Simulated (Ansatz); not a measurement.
CH₆F₂GeSi, SMILES `F[CH2][GeH]([F])[SiH3]`, relaxed with RKS PBE-D4/def2-SVP in Ansatz from a rough embedded geometry. The force threshold is 0.03 eV/Å; the program also tests the step.

Charge 0, multiplicity 1.

Start:

```xyz
11

F     1.388    1.045   -1.452
C     0.069    0.874   -1.498
Ge   -0.406   -0.692   -0.433
F    -2.176   -0.808   -0.398
Si    0.282   -0.341    1.773
H    -0.391    1.797   -1.080
H    -0.285    0.749   -2.525
H     0.262   -1.901   -0.968
H     1.732   -0.126    1.746
H    -0.103   -1.480    2.560
H    -0.371    0.881    2.275
```

```csv
step,energy (eV),largest force (eV/Å),largest move (Å)
1,-70930.5895,2.112,0.000
2,-70930.8528,0.917,0.181
3,-70930.8792,0.386,0.136
4,-70930.8867,0.410,0.062
5,-70930.8954,0.064,0.146
6,-70930.8964,0.070,0.034
7 (rejected),-70930.8959,0.332,0.195
8,-70930.8980,0.067,0.085
9,-70930.9006,0.131,0.097
10,-70930.9019,0.118,0.043
11,-70930.9028,0.136,0.090
12,-70930.9030,0.185,0.082
13,-70930.9032,0.164,0.029
14,-70930.9050,0.054,0.026
15,-70930.9053,0.022,0.007
```

End:

```xyz
11

F     1.232    1.379   -1.010
C     0.016    0.907   -1.507
Ge   -0.432   -0.722   -0.450
F    -2.203   -0.827   -0.428
Si    0.370   -0.337    1.775
H    -0.775    1.676   -1.360
H     0.117    0.703   -2.595
H     0.052   -2.032   -1.138
H     1.872   -0.375    1.768
H    -0.150   -1.389    2.715
H    -0.098    1.017    2.231
```

It took 32 s on 2 threads of an AMD EPYC 7R13 on a shared host, with 0.23 GiB of host memory at the peak.
